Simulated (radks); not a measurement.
The numbers below are computed, except where a source is named.
All-electron atom: Te I in [Kr] 4d10 5s2 5p4.

Code: a radial shooting solver on a logarithmic mesh with Libxc functionals. Model: Dirac Kohn-Sham, PBE, spin-unpolarised, spherical densities, finite nucleus; open shells are shared between the two j in proportion to 2j + 1; Fermi nuclear charge, rms radius 4.7423 fm.

Energy parts (eV):
part                       energy
total                 -184944.740
kinetic                195577.233
electron-nucleus      -449265.256
Hartree                 73533.945
exchange-correlation    -4790.661

Orbitals (lengths in bohr, moments of r in powers of bohr; r(90%) holds 90 % of the orbital's charge):
orbital,occ.,eigenvalue (eV),r(90%)
1s1/2,2,-31604.48,0.0500
2s1/2,2,-4845.016,0.185
2p1/2,2,-4539.505,0.165
2p3/2,4,-4265.021,0.173
3s1/2,2,-964.2107,0.473
3p1/2,2,-838.5773,0.470
3p3/2,4,-787.4188,0.486
3d3/2,4,-565.8022,0.464
3d5/2,6,-555.1050,0.469
4s1/2,2,-164.2222,1.10
4p1/2,2,-121.0481,1.17
4p3/2,4,-111.3380,1.22
4d3/2,4,-42.4862,1.48
4d5/2,6,-41.0195,1.50
5s1/2,2,-15.0909,3.07
5p1/2,1.33333,-6.5000,3.92
5p3/2,2.66667,-5.7077,4.13

The highest occupied level is 5p3/2 at -5.708 eV. The density falls to 0.001 e/bohr^3 at r = 4.62 bohr. The electron density at the nucleus is 2.28e+05 e/bohr^3. For comparison, the ionisation energy in NIST's Atomic Spectra Database is 9.010 eV (measured). In exact Kohn-Sham theory the highest level is minus the ionisation energy, but local and semilocal functionals leave it too shallow, through self-interaction and a potential that decays too fast; potentials with the right tail come closer. Summed over all electrons, <r^2> = 62.22 bohr^2, which gives a Langevin (diamagnetic) susceptibility term of -49.3 x 10^-6 cm^3/mol.

Beside tabulated values, note that spin-unpolarised runs miss the spin-polarisation part of the exchange energy of open shells.
